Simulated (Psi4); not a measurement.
CHO2 (SMILES O=[C]O), doublet, at a GFN2-xTB geometry; BLYP/6-31G** run with Psi4.

Here is a job for Psi4.
```
memory 2 GB

molecule mol {
0 2
O    -1.033001   -0.394127   -0.001684
C    -0.027094    0.410480   -0.012843
O     1.156494    0.255967    0.007521
H    -0.825381   -1.357600    0.030367
}

set {
  basis 6-31g**
  reference uks
  scf_type pk
  puream true
  d_convergence 1e-8
  dft_radial_points 99
  dft_spherical_points 590
}

energy('blyp')
print_variables()
```

Task: Write the output that Psi4 gives for this input, abridged.

Result: 
```
   => Loading Basis Set <=

    Name: 6-31G**
    Role: ORBITAL
    Keyword: BASIS

         ---------------------------------------------------------
                                   SCF
               by Justin Turney, Rob Parrish, Andy Simmonett
                          and Daniel G. A. Smith
                              UKS Reference
         ---------------------------------------------------------

  ==> Geometry <==

    Molecular point group: c1
    Full point group: C1

    Geometry (in Angstrom), charge = 0, multiplicity = 2:

       Center              X                  Y                   Z               Mass
    ------------   -----------------  -----------------  -----------------  -----------------
         O           -1.051186222573    -0.424076990821    -0.001013985949    15.994914619570
         C           -0.045279222573     0.380530009179    -0.012172985949    12.000000000000
         O            1.138308777427     0.226017009179     0.008191014051    15.994914619570
         H           -0.843566222573    -1.387549990821     0.031037014051     1.007825032230

  Running in c1 symmetry.

  Rotational constants: A =      5.23584  B =      0.38935  C =      0.36240 [cm^-1]
  Rotational constants: A = 156966.62427  B =  11672.32593  C =  10864.42721 [MHz]
  Nuclear repulsion =   63.409228120531566

  Charge       = 0
  Multiplicity = 2
  Electrons    = 23
  Nalpha       = 12
  Nbeta        = 11

  ==> Algorithm <==

  SCF Algorithm Type is PK.
  DIIS enabled.
  MOM disabled.
  Fractional occupation disabled.
  Guess Type is SAD.
  Energy threshold   = 1.00e-06
  Density threshold  = 1.00e-08
  Integral threshold = 1.00e-12

  ==> Primary Basis <==

  Basis Set: 6-31G**
    Blend: 6-31G**
    Number of shells: 21
    Number of basis functions: 47
    Number of Cartesian functions: 50
    Spherical Harmonics?: true
    Max angular momentum: 2

  ==> DFT Potential <==

   => LibXC <=

    Version 7.1.2
    S. Lehtola, C. Steigemann, M. J. T. Oliveira, and M. A. L. Marques,  SoftwareX 7, 1–5 (2018) (10.1016/j.softx.2017.11.002)

   => Composite Functional: BLYP <=

    BLYP GGA Exchange-Correlation Functional

    P.J. Stephens et. al., J. Phys. Chem., 98, 11623-11627, 1994
    B. Miehlich et. al., Chem. Phys. Lett., 157(3), 200-206 1989

    Deriv               =              1
    GGA                 =           TRUE
    Meta                =          FALSE

    Exchange Hybrid     =          FALSE
    MP2 Hybrid          =          FALSE

   => Exchange Functionals <=

    1.0000     XC_GGA_X_B88

   => Correlation Functionals <=

    1.0000     XC_GGA_C_LYP

   => LibXC Density Thresholds  <==

    XC_GGA_C_LYP:  1.00E-14
    XC_GGA_X_B88:  1.00E-15

   => Molecular Quadrature <=

    Radial Scheme          =       TREUTLER
    Pruning Scheme         =           NONE
    Nuclear Scheme         =       TREUTLER

    Blocking Scheme        =         OCTREE
    BS radius alpha        =              1
    Pruning alpha          =              1
    Radial Points          =             99
    Spherical Points       =            590
    Total Points           =         221525
    Total Blocks           =           1673
    Max Points             =            256
    Max Functions          =             47
    Weights Tolerance      =       1.00E-15

  ==> Integral Setup <==

  Using in-core PK algorithm.
   Calculation information:
      Number of atoms:                   4
      Number of AO shells:              21
      Number of primitives:             50
      Number of atomic orbitals:        50
      Number of basis functions:        47

      Integral cutoff                 1.00e-12
      Number of threads:                 1

  Performing in-core PK
  Using 1273512 doubles for integral storage.
  We computed 26509 shell quartets total.
  Whereas there are 26796 unique shell quartets.

  ==> DiskJK: Disk-Based J/K Matrices <==

    J tasked:                  Yes
    K tasked:                   No
    wK tasked:                  No
    Schwarz Cutoff:          1E-12

  Minimum eigenvalue in the overlap matrix is 1.1594538773E-02.
  Reciprocal condition number of the overlap matrix is 2.9891306641E-03.
    Using symmetric orthogonalization.

  ==> Pre-Iterations <==

  SCF Guess: Superposition of Atomic Densities via on-the-fly atomic UHF (no occupation information).

   -------------------------
    Irrep   Nso     Nmo
   -------------------------
     A         47      47
   -------------------------
    Total      47      47
   -------------------------

  ==> Iterations <==

                        Total Energy        Delta E     RMS |[F,P]|

   @UKS iter SAD:  -188.80154609662122   -1.88802e+02   0.00000e+00
   @UKS iter   1:  -188.87725131630634   -7.57052e-02   1.46830e-02 ADIIS/DIIS
   @UKS iter   2:  -188.22495707324472    6.52294e-01   2.99664e-02 ADIIS/DIIS
   @UKS iter   3:  -188.98643625255255   -7.61479e-01   8.77663e-03 ADIIS/DIIS
   @UKS iter   4:  -189.05021005673112   -6.37738e-02   3.29776e-03 ADIIS/DIIS
   @UKS iter   5:  -189.05820050393484   -7.99045e-03   9.51484e-04 ADIIS/DIIS
   @UKS iter   6:  -189.05911236969689   -9.11866e-04   2.06243e-04 ADIIS/DIIS
   @UKS iter   7:  -189.05916141694829   -4.90473e-05   2.05369e-05 DIIS
   @UKS iter   8:  -189.05916183240495   -4.15457e-07   5.24291e-06 DIIS
   @UKS iter   9:  -189.05916186608457   -3.36796e-08   9.53289e-07 DIIS
   @UKS iter  10:  -189.05916186756559   -1.48103e-09   2.60872e-07 DIIS
   @UKS iter  11:  -189.05916186765529   -8.96989e-11   5.47460e-08 DIIS
   @UKS iter  12:  -189.05916186765924   -3.95062e-12   1.03800e-08 DIIS
   @UKS iter  13:  -189.05916186765936   -1.13687e-13   3.46436e-09 DIIS
  Energy and wave function converged.

  ==> Post-Iterations <==

   Electrons on quadrature grid:
      Nalpha   =   12.0000000377 ; deviation = 3.774e-08
      Nbeta    =   11.0000000485 ; deviation = 4.849e-08
      Ntotal   =   23.0000000862 ; deviation = 8.623e-08

   @Spin Contamination Metric:   1.810573871E-03
   @S^2 Expected:                7.500000000E-01
   @S^2 Observed:                7.518105739E-01
   @S   Expected:                5.000000000E-01
   @S   Observed:                5.000000000E-01

    Orbital Energies [Eh]
    ---------------------

    Alpha Occupied:

       1A    -18.878565     2A    -18.830474     3A    -10.053278
       4A     -1.038360     5A     -0.962011     6A     -0.608077
       7A     -0.438890     8A     -0.417023     9A     -0.410271
      10A     -0.314306    11A     -0.298971    12A     -0.173477

    Alpha Virtual:

      13A     -0.020411    14A      0.025119    15A      0.211504
      16A      0.313463    17A      0.472872    18A      0.476236
      19A      0.509390    20A      0.641455    21A      0.671104
      22A      0.797406    23A      0.827202    24A      0.859845
      25A      0.925649    26A      0.930907    27A      1.079488
      28A      1.309047    29A      1.330884    30A      1.390766
      31A      1.509306    32A      1.553160    33A      1.562545
      34A      1.678792    35A      1.703012    36A      1.758896
      37A      2.002253    38A      2.101047    39A      2.232138
      40A      2.363274    41A      2.428667    42A      2.595955
      43A      2.641916    44A      2.698611    45A      2.810561
      46A      3.039175    47A      3.330980

    Beta Occupied:

       1A    -18.876359     2A    -18.824231     3A    -10.043875
       4A     -1.030424     5A     -0.951077     6A     -0.594856
       7A     -0.431114     8A     -0.402158     9A     -0.396373
      10A     -0.294942    11A     -0.293061

    Beta Virtual:

      12A     -0.111386    13A      0.000363    14A      0.041037
      15A      0.220447    16A      0.329054    17A      0.484611
      18A      0.497331    19A      0.541971    20A      0.656162
      21A      0.686192    22A      0.802508    23A      0.829223
      24A      0.871429    25A      0.936656    26A      0.942214
      27A      1.083648    28A      1.314550    29A      1.357158
      30A      1.416138    31A      1.522151    32A      1.566600
      33A      1.572335    34A      1.687653    35A      1.718325
      36A      1.776639    37A      2.020246    38A      2.123447
      39A      2.245456    40A      2.380753    41A      2.444299
      42A      2.616219    43A      2.667516    44A      2.716136
      45A      2.822031    46A      3.058489    47A      3.347699

    Final Occupation by Irrep:
              A
    DOCC [    11 ]
    SOCC [     1 ]
    NA   [    12 ]
    NB   [    11 ]

  @UKS Final Energy:  -189.05916186765936

   => Energetics <=

    Nuclear Repulsion Energy =             63.4092281205315658
    One-Electron Energy =                -383.9077350933533239
    Two-Electron Energy =                 154.3446154213962132
    DFT Exchange-Correlation Energy =     -22.9052703162338211
    Empirical Dispersion Energy =           0.0000000000000000
    VV10 Nonlocal Energy =                  0.0000000000000000
    Total Energy =                       -189.0591618676593555

  UHF NO Occupations:
  HONO-2 :   10  A 1.9996964
  HONO-1 :   11  A 1.9995423
  HONO-0 :   12  A 1.0000000
  LUNO+0 :   13  A 0.0004577
  LUNO+1 :   14  A 0.0003036
  LUNO+2 :   15  A 0.0000948
  LUNO+3 :   16  A 0.0000257

Computation Completed

Properties will be evaluated at   0.000000,   0.000000,   0.000000 [a0]

Properties computed using the SCF density matrix

 Multipole Moments:

 ------------------------------------------------------------------------------------
     Multipole            Electronic (a.u.)      Nuclear  (a.u.)        Total (a.u.)
 ------------------------------------------------------------------------------------

 L = 1.  Multiply by 2.5417464519 to convert [e a0] to [Debye]
 Dipole X            :          0.3448221           -0.7903990           -0.4455769
 Dipole Y            :          0.5317609           -1.3017374           -0.7699766
 Dipole Z            :         -0.0116096            0.0291307            0.0175211
 Magnitude           :                                                    0.8897807

 ------------------------------------------------------------------------------------

  Variable Map:
  ----------------------------------------------------------------------------
  "CURRENT ENERGY"              =>    -189.059161867659
  "CURRENT REFERENCE ENERGY"    =>    -189.059161867659
  "DD SOLVATION ENERGY"         =>       0.000000000000
  "DFT FUNCTIONAL TOTAL ENERGY" =>    -189.059161867659
  "DFT TOTAL ENERGY"            =>    -189.059161867659
  "DFT VV10 ENERGY"             =>       0.000000000000
  "DFT XC ENERGY"               =>     -22.905270316234
  "GRID ELECTRONS ALPHA"        =>      12.000000037739
  "GRID ELECTRONS BETA"         =>      11.000000048495
  "GRID ELECTRONS TOTAL"        =>      23.000000086233
  "NUCLEAR REPULSION ENERGY"    =>      63.409228120532
  "ONE-ELECTRON ENERGY"         =>    -383.907735093353
  "PCM POLARIZATION ENERGY"     =>       0.000000000000
  "PE ENERGY"                   =>       0.000000000000
  "SCF ITERATION ENERGY"        =>    -189.059161867659
  "SCF ITERATIONS"              =>      13.000000000000
  "SCF TOTAL ENERGY"            =>    -189.059161867659
  "TWO-ELECTRON ENERGY"         =>     154.344615421396
  "XC GRID RADIAL POINTS"       =>      99.000000000000
  "XC GRID SPHERICAL POINTS"    =>     590.000000000000
  "XC GRID TOTAL POINTS"        =>  221525.000000000000

  Array Variable Map:
  ----------------------------------------------------------------------------
  "CURRENT DIPOLE"              =>      -0.445576871210 ... 0.017521130730 1 by 3
  "SCF DIPOLE"                  =>      -0.445576871210 ... 0.017521130730 1 by 3
  "SCF TOTAL ENERGIES"          =>    -188.801546096621 ... -189.059161867659 1 by 14
```
